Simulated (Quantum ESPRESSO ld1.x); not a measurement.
Problem. The mean radii <r> (bohr) of the occupied orbitals of an atom or ion are listed with their occupations. Calculated with ld1.x of Quantum ESPRESSO 7.5: scalar-relativistic Kohn-Sham, LDA (Slater exchange, VWN5 correlation), spin-polarised, spherical densities, point nucleus.

| orbital | occ. | <r> |
|---|---|---|
| 1s up | 1 | 0.01579 |
| 1s down | 1 | 0.01579 |
| 2s up | 1 | 0.06641 |
| 2s down | 1 | 0.06640 |
| 2p up | 3 | 0.06045 |
| 2p down | 3 | 0.06045 |
| 3s up | 1 | 0.1691 |
| 3s down | 1 | 0.1690 |
| 3p up | 3 | 0.1703 |
| 3p down | 3 | 0.1702 |
| 3d up | 5 | 0.1535 |
| 3d down | 5 | 0.1534 |
| 4s up | 1 | 0.3362 |
| 4s down | 1 | 0.3360 |
| 4p up | 3 | 0.3469 |

Name the element and its charge. Open shells, if any, are filled with parallel spins first.

Solution. Z = 83, bismuth, charge +50: Bi50+ in [Ar] 3d10 4s2 4p3. The 1s radius gives Z: for a bare nucleus <r> = (2 gamma + 1)/(2Z) with gamma = sqrt(1 - (Z/c)^2), 0.01561 bohr for Z = 83, and screening makes it slightly larger (0.01579 here). The occupations add up to 33, and the charge is Z minus that.
